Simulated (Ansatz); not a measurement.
`C[Si](N)(O)Cl` → `C[Si]Cl` + `NO` at 298.15 K and 1 bar (silylene formation by 1,1-elimination).

Computed with Ansatz on PBE0-D4/def2-TZVP structures; ΔE is electronic, products minus reactants. CCSD(T)/CBS is the MP2 limit (def2-TZVPP, def2-QZVPP) plus CCSD(T) − MP2 in def2-TZVPP, frozen cores. This one scheme is used for every species. One conformer a species, not always the lowest.

| species | CCSD(T)/CBS energy (Eh) | H − E (kJ/mol) | S (J/(mol·K)) |
| --- | --- | --- | --- |
| `C[Si](N)(O)Cl` | -920.56583 | 232.5 | 358.6 |
| `C[Si]Cl` | -788.72093 | 111.6 | 297.8 |
| `NO` | -131.61350 | 117.8 | 234.0 |

H − E and S are ideal-gas, rigid-rotor, harmonic terms from PBE0-D4/def2-TZVP, for one conformer and one mirror image of each species. 1 Eh = 2625.50 kJ/mol, R = 8.31446 J/(mol·K).

**Question.** By hand: ΔE, ΔH, ΔS and ΔG.

**Answer.** ΔE = (-788.72093) + (-131.61350) − (-920.56583) = 0.23140 Eh = 607.5 kJ/mol. Δ(H − E) = 111.6 + 117.8 − 232.5 = -3.1, so ΔH = 604.4 kJ/mol. ΔS = 297.8 + 234.0 − 358.6 = 173.2 J/(mol·K). ΔG = 604.4 − 298.15 × (173.2)/1000 = 552.8 kJ/mol.

**Question.** By hand: the equilibrium constant, and the temperature at which ΔG would vanish if ΔH and ΔS stayed fixed.

**Answer.** log₁₀ K = −ΔG/(RT ln 10) = -96.8. ΔG = 0 at ΔH/ΔS = 3490 K, far beyond where these terms or the molecules hold.

The number of gas molecules changes by +1, which sets the sign of ΔS. A doubt of 5 kJ/mol in ΔE shifts log₁₀ K by 0.9 here. Other conformers and mirror images would add mixing entropy, several J/(mol·K) or more a flexible species. These are equilibria of isolated gas molecules and say nothing of rates. Largest T1 diagnostic: 0.012 (customary marks: 0.02 for closed shells, 0.045 for open ones).
